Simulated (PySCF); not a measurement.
A calculated (BLYP, PySCF 2.14, x2c-TZVPPall, scalar relativity by spin-free X2C-1e) atom or ion has these occupied shells.

```json
{"shell": "1s α", "electrons": "1", "orbital energy (eV)": "-1511.7", "rms radius, mean of both spins (bohr)": "0.139"}
{"shell": "1s β", "electrons": "1", "orbital energy (eV)": "-1511.6", "rms radius, mean of both spins (bohr)": "0.139"}
{"shell": "2s α", "electrons": "1", "orbital energy (eV)": "-107.77", "rms radius, mean of both spins (bohr)": "0.686"}
{"shell": "2s β", "electrons": "1", "orbital energy (eV)": "-107.71", "rms radius, mean of both spins (bohr)": "0.686"}
{"shell": "2p α", "electrons": "3", "orbital energy (eV)": "-69.467", "rms radius, mean of both spins (bohr)": "0.681"}
{"shell": "2p β", "electrons": "3", "orbital energy (eV)": "-69.396", "rms radius, mean of both spins (bohr)": "0.681"}
{"shell": "3s α", "electrons": "1", "orbital energy (eV)": "-7.671", "rms radius, mean of both spins (bohr)": "2.73"}
{"shell": "3s β", "electrons": "1", "orbital energy (eV)": "-7.186", "rms radius, mean of both spins (bohr)": "2.73"}
{"shell": "3p α", "electrons": "1", "orbital energy (eV)": "-2.774", "rms radius, mean of both spins (bohr)": "3.65"}
```

Name the element and its charge.

Al (aluminium, neutral), in [Ne] 3s2 3p1, 2P determinant.
